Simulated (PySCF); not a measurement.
## Core-level binding energies of BeMe(NH2)

BeMe(NH2), CH5BeN.
Structure used (PBE0-D3(BJ)/def2-SVP), in Å, numbered top down from 1:
```xyz
8
CH5BeN angstrom
Be     0.0033    0.0053   -0.2840
C     -0.0035   -0.0140    1.3954
H      0.0795    0.9959    1.8328
H      0.8280   -0.6123    1.8081
H     -0.9316   -0.4596    1.7962
N      0.0073    0.0219   -1.7885
H      0.8328    0.0270   -2.3783
H     -0.8157    0.0359   -2.3817
```

Method used: PySCF, delta-SCF UKS SCAN, pcX-2 on the ionised atom, pcseg-1 elsewhere, spin-free X2C. Vertical ΔSCF values, vacuum level as zero.

**Question.** Give the core binding energies atom by atom.

**Answer.** 
| atom(s) | bonded to | level | binding energy (eV) | count |
| --- | --- | --- | --- | --- |
| N6 | 2 H and Be | N 1s | 404.17 | 1 |
| C2 | 3 H and Be | C 1s | 289.47 | 1 |
| Be1 | N and C | Be 1s | 119.52 | 1 |

**Question.** Which effective nuclear charge Zeff reproduces each element's mean 1s value in the hydrogen-like formula E = 13.606 eV × Zeff²?

**Answer.** Be (Z = 4): mean 119.5 eV, Zeff = 2.96, Z − Zeff = 1.04; C (Z = 6): mean 289.5 eV, Zeff = 4.61, Z − Zeff = 1.39; N (Z = 7): mean 404.2 eV, Zeff = 5.45, Z − Zeff = 1.55. Means run over the listed sites, weighted by atom count.

Isolated species at its PBE0-D3(BJ)/def2-SVP geometry, gas phase.
